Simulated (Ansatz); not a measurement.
Geometry optimisation, RHF/def2-SVP in Ansatz.

Input file:

```yaml
crystal:
  periodic: [false, false, false]
  atoms:
    - { symbol: C, position_ang: [-1.4591, -1.3383, 1.9656] }
    - { symbol: C, position_ang: [-0.6371, -0.9163, 1.0729] }
    - { symbol: C, position_ang: [0.2115, -0.5253, 0.1733] }
    - { symbol: C, position_ang: [0.943, -1.4819, -0.7883] }
    - { symbol: C, position_ang: [0.7362, 0.8989, 0.0976] }
    - { symbol: Si, position_ang: [-0.2252, 2.0505, -1.0305] }
    - { symbol: H, position_ang: [-1.17, -1.8119, 2.8559] }
    - { symbol: H, position_ang: [-2.5245, -1.0806, 1.7977] }
    - { symbol: H, position_ang: [0.7012, -1.1521, -1.7739] }
    - { symbol: H, position_ang: [1.9507, -1.5564, -0.5913] }
    - { symbol: H, position_ang: [0.4413, -2.4994, -0.6564] }
    - { symbol: H, position_ang: [0.7349, 1.3524, 1.1382] }
    - { symbol: H, position_ang: [1.7392, 0.9375, -0.2043] }
    - { symbol: H, position_ang: [-1.6725, 2.1621, -0.5931] }
    - { symbol: H, position_ang: [-0.1741, 1.5093, -2.4212] }
    - { symbol: H, position_ang: [0.3816, 3.4289, -0.9979] }
basis:
  gaussian: { orbitals: def2-SVP }
hamiltonian:
  xc: hf
relax:
  f_tol: 0.02
  max_steps: 50
```

Launched with:

```bash
$ ansatz run input.yaml --threads 2 --pin off --max-ram 3072MiB --backend cpu --events-out ev --progress --plain --runs-dir out
```

Where does it end, and by what steps?

The forces met the threshold. After 7 steps the energy has fallen by 0.533 eV; H8 moved furthest, 0.19 Å.

```json
{"step": "0", "energy less start (eV)": "0.0000", "largest force component (eV/Å)": "5.341", "accepted": "yes"}
{"step": "1", "energy less start (eV)": "-0.4368", "largest force component (eV/Å)": "1.485", "accepted": "yes"}
{"step": "2", "energy less start (eV)": "-0.4341", "largest force component (eV/Å)": "0.855", "accepted": "no"}
{"step": "3", "energy less start (eV)": "-0.5169", "largest force component (eV/Å)": "0.574", "accepted": "yes"}
{"step": "4", "energy less start (eV)": "-0.5268", "largest force component (eV/Å)": "0.163", "accepted": "yes"}
{"step": "5", "energy less start (eV)": "-0.5315", "largest force component (eV/Å)": "0.042", "accepted": "yes"}
{"step": "6", "energy less start (eV)": "-0.5327", "largest force component (eV/Å)": "0.032", "accepted": "yes"}
{"step": "7", "energy less start (eV)": "-0.5329", "largest force component (eV/Å)": "0.009", "accepted": "yes"}
```

```xyz
16
Properties=species:S:1:pos:R:3
C -1.474 -1.321 1.973
C -0.602 -0.916 1.097
C 0.273 -0.513 0.218
C 0.846 -1.465 -0.807
C 0.752 0.927 0.172
Si -0.206 2.028 -1.046
H -1.166 -1.720 2.934
H -2.539 -1.273 1.772
H 0.674 -1.097 -1.821
H 1.927 -1.559 -0.674
H 0.402 -2.455 -0.723
H 0.664 1.389 1.158
H 1.813 0.953 -0.092
H -1.619 2.154 -0.618
H -0.174 1.465 -2.419
H 0.408 3.379 -1.079
```

The run took 13 s on 2 threads of AMD EPYC 9R45 96-Core Processor (Zen 5), on a shared host, peak memory 0.38 GiB.
